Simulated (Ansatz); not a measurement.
Pulling on the C4–H5 bond in CH4OPb (SMILES C[O][PbH]) (multiplicity 1 held, fragments rigid). Energies count from the point at 1.096 Å.
Geometry at that point (charge 0, multiplicity 1):
```
atom    x (Å)    y (Å)    z (Å)
----  -------  -------  -------
Pb    -0.1809  -0.2465   0.3404
H     -1.2280  -0.7418  -1.1382
O      1.0053   1.0693  -0.7791
C      0.8971   1.3487  -2.1557
H      0.7105   2.4184  -2.3063
H      1.8370   1.1000  -2.6624
H      0.0880   0.7879  -2.6394
```

R- and RO- levels are restricted; in cc, def2 and unpolarised 6-31G sets they are followed outwards from rest. Unrestricted levels (U-) break spin symmetry where that is lower. Active spaces are followed from a long bond inwards. Levels need not reach the same state.

Frozen-core correlation. Filled d and f shells under p-block atoms count as core.

The values were computed with Ansatz (Gaussian basis) for Hartree–Fock, density functionals and correlated methods. Each number belongs to the level named beside it. In def2 rows elements past Kr take small-core potentials, without spin–orbit coupling.

Energies in kJ/mol.

```csv
R (Å),U-HF/def2-SVP,R-MP2/def2-SVP,U-SCS-MP2/def2-SVP,U-CCSD(T)/def2-SVP,"FIC-MRCISD+Q on CASSCF(2,2)/def2-SVP"
0.877,126,132,133,134,134
0.987,24,28,28,29,29
1.096,0,0,0,0,0
1.206,17,14,13,12,12
1.316,55,49,47,45,45
1.480,129,117,116,110,110
1.645,208,190,187,176,176
1.919,294,300,338,275,270
2.193,327,388,395,349,337
2.522,342,467,420,402,386
2.960,348,535,430,424,416
3.508,350,576,433,429,428
```

Doubts at one or more of the structures used: a spin-contaminated determinant (U-HF/def2-SVP, U-SCS-MP2/def2-SVP, U-CCSD(T)/def2-SVP); a restricted determinant that unrestricted orbitals would lower (R-MP2/def2-SVP); T1 above 0.05 (U-CCSD(T)/def2-SVP).

Ansatz is a first-principles code.
